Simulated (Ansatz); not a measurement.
Species: sum formula GeOF (charge 0, doublet). It need not be the lowest isomer of its formula. SMILES: [O]=[Ge][F]
Geometry: optimised at B3LYP-D3(BJ)/def2-TZVP (Ansatz, a quantum-chemistry and plane-wave program).

Property: vertical electron affinity (to the singlet state of charge -1; a negative value means that the extra electron is unbound and the number depends on the basis; each state is the SCF solution reached for its spin; for the doublet T1 is 0.091), in eV. Valence correlation only, unless marked. Open shells are spin-unrestricted. Spin-orbit coupling is left out. Frozen are the shells of the preceding noble gas and the d and f shells that filled before the atom's block. No relativistic terms. Anions need diffuse functions: aug- sets have them; def2-D sets add few. CBS(X,Y): correlation extrapolated as X^-3; Hartree-Fock from the larger set. [CCSD(T)-MP2]/basis is that difference in the basis named.

```json
[
 {"level": "PBE/def2-TZVPD", "program": "Ansatz", "vertical electron affinity (eV)": "2.98"},
 {"level": "SCS-MP2/aug-cc-pVTZ", "program": "Ansatz", "vertical electron affinity (eV)": "3.86"},
 {"level": "CCSD/aug-cc-pVDZ", "program": "Ansatz", "vertical electron affinity (eV)": "3.00"},
 {"level": "CCSD/aug-cc-pVTZ", "program": "Ansatz", "vertical electron affinity (eV)": "3.09"},
 {"level": "RI-MP2/CBS(aug-cc-pVTZ,aug-cc-pVQZ)+[CCSD(T)-MP2]/aug-cc-pVTZ", "program": "Ansatz", "vertical electron affinity (eV)": "[?]"}
]
```

What belongs in the gaps?


- RI-MP2/CBS(aug-cc-pVTZ,aug-cc-pVQZ)+[CCSD(T)-MP2]/aug-cc-pVTZ, vertical electron affinity (eV): 3.33
